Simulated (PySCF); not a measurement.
## Basis-set dependence of CdF at PBE0

PySCF, UKS reference; doublet, unpaired electrons σ ↑; De to Cd + F without counterpoise correction.

| basis | relativity | functions | Re (Å) | ωe (cm⁻¹) | De (eV) | μ (D) |
| --- | --- | --- | --- | --- | --- | --- |
| def2-SVP | scalar-relativistic core potentials | 45 | 1.985 | 538 | 2.32 | -3.21 |
| cc-pVDZ-PP/cc-pVDZ | scalar-relativistic core potentials | 52 | 1.978 | 535 | 2.29 | -3.09 |
| def2-SVPD | scalar-relativistic core potentials | 57 | 2.012 | 502 | 2.54 | -3.96 |
| def2-TZVPP | scalar-relativistic core potentials | 87 | 1.992 | 507 | 2.41 | -3.68 |

Q: How does each smaller set differ from the one with most functions, def2-TZVPP?

A: def2-SVP: -0.7 pm, +6.1 % in ωe, -0.09 eV in De; cc-pVDZ-PP/cc-pVDZ: -1.4 pm, +5.5 % in ωe, -0.12 eV in De; def2-SVPD: +2.0 pm, -1.0 % in ωe, +0.13 eV in De. All at PBE0; the set with most functions is neither the basis-set limit nor always the best.

A positive dipole means Cd(−)F(+). Spin–orbit coupling is left out. The state is the lowest determinant that a PBE0 search found; another state may lie lower at other levels.
